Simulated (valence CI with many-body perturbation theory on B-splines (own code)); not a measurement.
Run record, Mo³⁷⁺

Calculated by configuration interaction combined with many-body perturbation theory (CI+MBPT): three valence electrons over a frozen Dirac-Fock core [He], radial functions for each j: 11 s, 11 p, 10 d, 8 f, 5 g, 2 h, with the one-electron correlation potential Σ1 (screened to all orders), the two-electron term Σ2, the three-electron term Σ3, Breit, model QED; selected single and double excitations, second order for the rest, scaled by the run's own slope (own B-spline code, finite nucleus).

Command, and the settings that its task file holds:

```sh
python run_cv.py task.json out
```

```
atom Mo  Z=42  mass_number=98  rms_radius_fm=4.4091
core [He]
valence 2s2 2p1
avg = 1
basis = M
breit = 1
cap = 32000
capref = 2000
cscale = 1
de = 0.0
dress = 0
eps = 2e-08
extrap = 1
h = 0.27
hh = 1
l2 = 3
lcore = 6
maxit = 60
n2 = 5
natural = 1
nlev = 150
nno = [5, 5, 5, 4, 2, 1]
nroot = 36
nsp = [6, 6, 5, 4, 3, 1]
pt2 = 1
qed = 1
rpa = 1
s1 = 1
s2 = 1
s3 = 1
screen = 1
tol = 2e-05
whole = 1
```

**Question.** Roughly how long does this run take on one core of Arm Neoverse V1, and how much memory?

**Answer.** 100 s on 1 thread of Arm Neoverse V1, on a shared host, peak memory 0.94 GiB.

Log. The first blocks belong to the next ion, which gives the ionisation energy. Fields: 2J, parity (1 odd), roots, reference size, generating configurations, candidates as configurations/state functions, variational space P, stored matrix elements, Davidson steps; e2 is the range of second-order energies in hartree. The first line gives the box (bohr), its intervals, the orbitals and the steps of their self-consistent field. Window is the range of levels sought, series limit the energy at which the first omitted orbital would enter, core excitation an estimate of the first excitation out of the core, left out the lowest levels not solved, and shifts from estimates the range by which levels moved from their first estimate, all in cm⁻¹.

```
rmax 3.9 intervals 59 orbitals 83 references ['2s2 2p', '2s 2p2', '2p3'] scf 2 t 0.5
2J=0 par=0 roots 2 ref 20 generators 3 cand 356/356 P 376/376 nnz 0 it 0
2J=0 par=0 roots 2 ref 20 generators 3 cand 24/24 P 400/400 nnz 0 it 0
   second order: generators 5 cand 16/16 e2 -0.00000 -0.00000
2J=0 par=1 roots 2 ref 17 generators 4 cand 300/300 P 317/317 nnz 0 it 0
2J=0 par=1 roots 2 ref 17 generators 5 cand 24/24 P 341/341 nnz 0 it 0
   second order: generators 7 cand 20/20 e2 -0.00000 -0.00000
reference levels 1013, estimated 767, window 33404029 1/cm; series limit 39330090, core excitation 143312654
2J=1 par=1 roots 27 ref 80 generators 24 cand 1379/2105 P 5011/7379 nnz 4.6e+06 it 5
2J=1 par=1 roots 27 ref 80 generators 26 cand 5266/8148 P 10277/15527 nnz 1.8e+07 it 7
   second order: generators 55 cand 7801/11878 e2 -0.00002 -0.00000
2J=1 par=0 roots 29 ref 82 generators 26 cand 1356/2042 P 4860/7164 nnz 4.5e+06 it 5
2J=1 par=0 roots 29 ref 82 generators 29 cand 5606/8852 P 10466/16016 nnz 1.9e+07 it 8
   second order: generators 58 cand 7343/10784 e2 -0.00002 -0.00000
2J=3 par=1 roots 36 ref 122 generators 27 cand 984/2060 P 3637/7221 nnz 5.5e+06 it 5
2J=3 par=1 roots 36 ref 122 generators 29 cand 7381/16237 P 11018/23458 nnz 4.3e+07 it 7
   second order: generators 61 cand 11339/24532 e2 -0.00002 -0.00000
2J=3 par=0 roots 36 ref 120 generators 26 cand 974/2046 P 3613/7201 nnz 5.4e+06 it 5
2J=3 par=0 roots 36 ref 120 generators 29 cand 8261/18652 P 11874/25853 nnz 5e+07 it 8
   second order: generators 55 cand 8622/18936 e2 -0.00003 -0.00000
2J=5 par=0 roots 32 ref 121 generators 27 cand 865/2046 P 3438/7197 nnz 5.6e+06 it 5
2J=5 par=0 roots 32 ref 121 generators 28 cand 8848/22344 P 12286/29541 nnz 6.6e+07 it 8
   second order: generators 58 cand 11695/31824 e2 -0.00005 -0.00000
2J=5 par=1 roots 25 ref 116 generators 21 cand 897/2109 P 3390/7263 nnz 5.7e+06 it 5
2J=5 par=1 roots 25 ref 116 generators 22 cand 8066/20371 P 11456/27634 nnz 5.8e+07 it 8
   second order: generators 51 cand 12575/33949 e2 -0.00004 -0.00000
2J=7 par=1 roots 13 ref 92 generators 13 cand 1038/2340 P 3562/7518 nnz 5.7e+06 it 6
2J=7 par=1 roots 13 ref 92 generators 13 cand 6398/16653 P 9960/24171 nnz 4.7e+07 it 8
   second order: generators 28 cand 10709/31798 e2 -0.00002 -0.00001
2J=7 par=0 roots 15 ref 89 generators 12 cand 811/2047 P 3255/7210 nnz 5.5e+06 it 5
...
2J=9 par=0 roots 7 ref 60 generators 8 cand 4254/11372 P 7465/18087 nnz 3.1e+07 it 7
   second order: generators 16 cand 9336/29074 e2 -0.00002 -0.00001
2J=11 par=0 roots 2 ref 26 generators 2 cand 1942/4504 P 3190/7029 nnz 4.9e+06 it 4
2J=11 par=0 roots 2 ref 26 generators 2 cand 861/2010 P 4051/9039 nnz 8.4e+06 it 4
   second order: generators 6 cand 3919/10577 e2 -0.00001 -0.00001
2J=11 par=1 roots 1 ref 29 generators 2 cand 1504/3664 P 2947/6387 nnz 5.3e+06 it 4
2J=11 par=1 roots 1 ref 29 generators 3 cand 559/1442 P 3506/7829 nnz 8.2e+06 it 4
   second order: generators 6 cand 4779/12756 e2 -0.00002 -0.00002
left out: unestimated 39362290, estimated 34982190, shifts from estimates -16 to 100
operators 0.2
```

The Davidson iterations converged.

The last digits are not significant, and no measured levels were compared; by estimate large intervals hold to a few tenths of a per cent, small ones and those within an open d or f shell to about a per cent.

| Quantity | Value |
| --- | --- |
| Valence energy | -608.2775 hartree |
| Ionisation energy | 5288.5 eV (NIST: 5287 ± 4 eV (semi-empirical)) |
| Reference configurations for the orbitals | 2s2 2p, 2s 2p2, 2p3 |
| Radial orbitals | 83 |
| Box radius | 3.93 bohr |
| Largest variational space | 29541 |
| Lowest levels | (2s^2 2p1/2) J=1/2 0.00, (2s 2p1/2^2) J=1/2 895.29, (2s^2 2p3/2) J=3/2 963.88, (2s 2p1/2 2p3/2) J=3/2 [a] 1605.7, (2s 2p1/2 2p3/2) J=5/2 1792.4, (2s 2p1/2 2p3/2) J=3/2 [b] 2104.1, (2s 2p1/2 2p3/2) J=1/2 2147.3, (2s 2p3/2^2) J=5/2 2723.6, (2p1/2^2 2p3/2) J=3/2 3114.9, (2s 2p3/2^2) J=1/2 3162.7, (2s 2p3/2^2) J=3/2 3172.4, (2p1/2 2p3/2^2) J=3/2 3908.6, (2p1/2 2p3/2^2) J=5/2 4032.9, (2p1/2 2p3/2^2) J=1/2 4268.0 × 10³ cm⁻¹ |

Levels are named by their leading jj configuration (3d3/2^4 stands for four electrons in 3d with j = 3/2), which in mixed levels can hold well under half, so a name can repeat and another be missing. Letters in brackets count levels of one name in rising energy.
